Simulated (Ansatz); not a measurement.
Consider the formal exchange of groups at a Ga–N bond: `CC[N](CC)[Ga]([Cl])[Cl]` + `C=CC[SiH3]` → `[SiH3][Ga]([Cl])[Cl]` + `C=CCN(CC)CC`.

Computed with Ansatz on PBE0-D4/def2-TZVP structures; ΔE is electronic, products minus reactants. CBS: MP2 limit from def2 TZ/QZ plus the TZ coupled-cluster correction, frozen cores. DFT in def2-TZVPP. B3LYP here is the variant with VWN-RPA as its local correlation; programs differ in this. For Ga outer-core shells are correlated without core-valence functions, which leaves a few kJ/mol of doubt a bond. Scalar relativity is left out up to krypton. One conformer a species, not always the lowest.

`CC[N](CC)[Ga]([Cl])[Cl]`:

Z-matrix (Å, degrees):
```
C
C 1 1.520
H 1 1.093 2 110.5
H 1 1.092 2 111.7 3 120.3
H 1 1.093 2 110.6 3 -119.8
N 2 1.452 1 113.5 3 -62.2
H 2 1.094 1 109.1 3 59.5
H 2 1.097 1 109.8 3 175.1
C 6 1.452 2 116.5 1 -78.5
Ga 6 1.797 2 121.8 1 101.6
C 9 1.520 6 113.6 2 -78.5
H 9 1.097 6 109.3 2 44.4
H 9 1.094 6 108.9 2 159.7
Cl 10 2.129 6 120.6 2 -178.3
Cl 10 2.129 6 120.7 2 1.7
H 11 1.093 9 110.6 6 177.9
H 11 1.092 9 111.7 6 58.0
H 11 1.093 9 110.5 6 -62.3
```

`C=CC[SiH3]`:

Cartesian coordinates in Å:
```
C 0.507 -0.481 -1.925
C 0.198 -0.841 -0.685
C -0.792 -0.156 0.191
Si 0.064 0.844 1.542
H 0.015 0.355 -2.413
H 1.262 -1.010 -2.494
H 0.724 -1.683 -0.240
H -1.448 -0.884 0.682
H -1.428 0.520 -0.388
H 0.844 1.954 0.936
H -0.940 1.413 2.483
H 0.992 -0.030 2.310
```

`[SiH3][Ga]([Cl])[Cl]`:

Cartesian coordinates in Å:
```
Si 0.001 -1.036 -0.514
Ga -0.015 1.118 0.533
Cl 0.923 1.481 2.426
Cl -0.944 2.858 -0.302
H 1.411 -1.416 -0.779
H -0.764 -0.988 -1.784
H -0.613 -2.016 0.418
```

`C=CCN(CC)CC`:

Z-matrix (Å, degrees):
```
C
C 1 1.493
N 1 1.449 2 112.2
H 1 1.105 2 109.6 3 126.4
H 1 1.095 2 108.0 3 -118.3
C 2 1.325 1 124.7 3 -129.4
H 2 1.088 1 115.3 3 51.3
C 3 1.450 1 112.9 2 -166.9
C 3 1.453 1 113.5 2 62.3
H 6 1.086 2 121.3 1 1.5
H 6 1.084 2 121.7 1 -178.1
C 8 1.517 3 113.1 1 73.7
H 8 1.094 3 107.2 1 -166.7
H 8 1.105 3 112.1 1 -50.6
C 9 1.525 3 116.6 1 66.3
H 9 1.094 3 107.6 1 -56.6
H 9 1.095 3 107.2 1 -170.8
H 12 1.092 8 110.3 3 55.4
H 12 1.092 8 112.3 3 -65.3
H 12 1.093 8 110.2 3 175.3
H 15 1.093 9 109.9 3 178.8
H 15 1.093 9 111.8 3 59.3
H 15 1.092 9 111.8 3 -62.0
```

| level | ΔE (eV) |
| --- | --- |
| B3LYP-D4 | 0.71 |
| BHLYP-D4 | 0.74 |
| MP2/def2-TZVPP | 0.89 |
| HF/CBS(def2) | 0.76 |

Question: What does CCSD(T)/CBS give? (Estimate.)

Answer: The calculation gave: +0.79 eV. The listed levels differ from it by -0.08, -0.05, 0.10, -0.03 eV.

Largest T1 diagnostic among the species: 0.012.

Leaving LDA and LC-ωPBE aside and taking each functional with its dispersion term where it has one, the values, not all of them listed here, spread over 0.15 eV, from PBE-D4 to B2PLYP. From BLYP to BHLYP (50 % exact exchange), in def2-TZVPP and without D4, ΔE moves by +0.04 eV.

CCSD(T)/CBS has its own doubt, a few kJ/mol and more with outer-core shells, so smaller differences from it don't rank the levels.
